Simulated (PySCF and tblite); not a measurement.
Values are calculated unless marked as measured or tabulated.
System: C5H7FOSi, numbered as in [F:1][C:2]1=[CH:3][CH2:4][CH:5]=[C:6]1[O:7][SiH3:8].

The path came from a restrained scan, a climbing-image band and a saddle search at GFN2-xTB; energies are PBE0/pcSseg-1 + D3(BJ)//GFN2-xTB, thermal terms GFN2-xTB. Rates follow Eyring's equation with the number of equivalent paths and no tunnelling. (PySCF 2.14 with density fitting, tblite 0.8.)

The barrier is low, and the GFN2-xTB saddle may lie off the DFT one, so take it as rough.

Problem. How high is the barrier to the rotation about the C6–O7 bond (torsion C2–C6–O7–Si8 from 0° to 180°, rising), through which structure does it pass, and what rate follows at 298 K?

Solution. The electronic barrier is 1.5 kcal/mol and ΔG‡(298 K) 1.5 kcal/mol, over a C1 saddle with an imaginary mode of 45i cm⁻¹ (GFN2-xTB). With 2 equivalent paths, k is 1×10¹² s⁻¹, a mean lifetime of the start of under a picosecond against this motion. The end lies 0.4 kcal/mol below the start in free energy.
